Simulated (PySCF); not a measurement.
CH4Si, SMILES C=[SiH2] (connectivity only; charge and spin as stated), charge -1, multiplicity 2. Atoms are numbered in the order given.

```xyz
6

C     -1.2051    -0.1165     0.0000
Si     0.6019     0.1292     0.0000
H     -1.7794     0.1047    -0.9116
H     -1.7794     0.1047     0.9116
H      1.1812    -0.6598     1.1866
H      1.1812    -0.6598    -1.1866
```
Charge -1, spin multiplicity 2.

The structure is a stationary point at PBE-D3(BJ)/def2-TZVPD. The spin state was assumed, not searched.

Computed with PBE/pcH-1 (PySCF).

Unrestricted Kohn–Sham, ⟨S²⟩ = 0.754. Hyperfine tensors hold the contact and dipolar terms, without spin-orbit corrections.

Computed hyperfine couplings:
| nucleus | A(iso) (MHz) | A(iso) (G) | dipolar principal values (MHz) |
|---|---|---|---|
| 13C no. 1 | 40.1 | 14.3 | -48.2, -48.0, 96.1 |
| 29Si no. 2 | -198.2 | -70.7 | -57.4, 26.9, 30.5 |
| 1H no. 3 | -28.7 | -10.2 | -22.0, -0.2, 22.1 |
| 1H no. 4 | -28.7 | -10.2 | -22.0, -0.2, 22.1 |
| 1H no. 5 | 71.4 | 25.5 | -3.4, -0.3, 3.7 |
| 1H no. 6 | 71.4 | 25.5 | -3.4, -0.3, 3.7 |

Q: And the g tensor (effective nuclear charges for spin-orbit coupling, GIAO)? (An estimate is asked for; the answer gives what the named calculation found.)

A: principal values 2.0016, 2.0028, 2.0038; isotropic 2.0027.
